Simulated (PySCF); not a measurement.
A structure optimised at r2SCAN-D4/def2-SVP, used in a PySCF frequency run:

```
Ga
O 1 1.7761
C 2 1.4082 1 121.64
H 3 1.1033 2 108.68 1 165.17
H 3 1.1078 4 107.34 2 -121.69
H 3 1.1086 4 107.26 5 -115.52
N 1 1.7996 2 123.08 3 -3.01
H 7 1.0136 1 123.16 2 15.28
H 7 1.0140 8 112.11 1 -160.18
Cl 1 2.1331 2 116.29 3 -179.27
```

Question: Write its SMILES and formula.

Answer: C[O][Ga]([NH2])[Cl], CH5ClGaNO

Question: What are its rotational constants (standard atomic weights)?

Answer: 4.7576, 1.7683, 1.3003 GHz
